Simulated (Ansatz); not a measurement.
Cost and result for the atomization energy of `[CH3][Al]([NH2])[Br]` (9 atoms, 8 bonds).

| atom | x (Å) | y (Å) | z (Å) |
| --- | --- | --- | --- |
| C1 | -0.556 | -0.757 | 1.192 |
| Al2 | -0.098 | 0.571 | -0.143 |
| N3 | 0.950 | 0.255 | -1.521 |
| Br4 | -0.912 | 2.682 | 0.002 |
| H5 | -1.641 | -0.880 | 1.260 |
| H6 | -0.116 | -1.731 | 0.968 |
| H7 | -0.209 | -0.447 | 2.181 |
| H8 | 1.387 | -0.630 | -1.721 |
| H9 | 1.196 | 0.938 | -2.219 |

Total charge 0; spin multiplicity 1. Correlated methods include outer-core shells of Br, which these sets cover unevenly. Scalar relativity is left out up to krypton. All single points use the PBE0-D4/def2-TZVP geometry. It is one conformer, not always the lowest. Program: Ansatz. All runs use 4 threads of a server CPU on a shared host. Times are those of one run each, without the atoms' runs, and a repeat can differ threefold. Electronic energies, without spin–orbit coupling; frozen cores. CCSD(T)/CBS adds CCSD(T) − MP2 in def2-TZVPP to the MP2 limit, and its time is that of the two runs behind it. T1 = 0.008. With those shells the extrapolation isn't a true limit. B3LYP takes the VWN-RPA correlation (the form of Gaussian; ORCA's B3LYP/G).

CCSD(T)/CBS is a level of theory with its own doubt, some kJ/mol a heavy atom from the limit and from the frozen cores, so smaller differences don't rank the functionals.

```json
{"level": "LDA (SPW92)/def2-TZVPP", "functions": "222", "wall time": "0.6 s"}
{"level": "PBE-D4/def2-TZVPP (with forces)", "functions": "222", "wall time": "1.1 s"}
{"level": "PBE0-D4/def2-TZVPP", "functions": "222", "wall time": "1.4 s"}
{"level": "BHLYP-D4/def2-TZVPP", "functions": "222", "wall time": "1.6 s"}
{"level": "CAM-B3LYP-D4/def2-TZVPP", "functions": "222", "wall time": "1.8 s"}
{"level": "r2SCAN-D4/def2-TZVPP (with forces)", "functions": "222", "wall time": "2 s"}
{"level": "B3LYP-D4/def2-TZVPP (with forces)", "functions": "222", "wall time": "2 s"}
{"level": "CCSD(T)/def2-SVP", "functions": "103", "wall time": "2.3 s"}
{"level": "r2SCANh-D4/def2-TZVPP", "functions": "222", "wall time": "2.3 s"}
{"level": "PBE-QIDH/def2-TZVPP", "functions": "222", "wall time": "2.5 s"}
{"level": "MP2/def2-QZVPP", "functions": "423", "wall time": "10 s"}
{"level": "CCSD(T)/def2-TZVPP", "functions": "222", "wall time": "25 s"}
{"level": "CCSD(T)/CBS(def2)", "functions": "–", "wall time": "35 s"}
```

(1) What atomization energy does each give, and how far from CCSD(T)/CBS? (An estimate is asked.)

Results:

(1) The calculation gave: 
```tsv
level	atomization (kcal/mol)	difference from CCSD(T)/CBS	per bond
LDA (SPW92)/def2-TZVPP	840.7	89.7	11.2
PBE-D4/def2-TZVPP (with forces)	755.4	4.4	0.6
PBE0-D4/def2-TZVPP	745.9	-5.1	-0.6
BHLYP-D4/def2-TZVPP	730.0	-21.0	-2.6
CAM-B3LYP-D4/def2-TZVPP	749.9	-1.1	-0.1
r2SCAN-D4/def2-TZVPP (with forces)	749.6	-1.4	-0.2
B3LYP-D4/def2-TZVPP (with forces)	746.9	-4.1	-0.5
CCSD(T)/def2-SVP	701.3	-49.7	-6.2
r2SCANh-D4/def2-TZVPP	745.7	-5.3	-0.7
PBE-QIDH/def2-TZVPP	742.4	-8.6	-1.1
MP2/def2-QZVPP	752.2	1.2	0.2
CCSD(T)/def2-TZVPP	728.7	-22.3	-2.8
CCSD(T)/CBS(def2)	751.0	0.0	0.0
```

From BLYP to BHLYP (50 % exact exchange), in def2-TZVPP and without D4, the atomization energy moves by −10.3 kcal/mol: exact exchange takes away binding that semilocal exchange gives to molecules. At CCSD(T), def2-SVP lies −49.7 kcal/mol from the extrapolated value and def2-TZVPP −22.3 kcal/mol: correlation converges slowly with the basis, and small sets miss more of it in the bonded molecule than in its fragments. The D4 term adds +6.4 kcal/mol with B3LYP and +3.4 kcal/mol with PBE0; it sums over pairs of atoms, weighted by their polarisabilities, and B3LYP, whose exchange is more repulsive, gets the larger term.
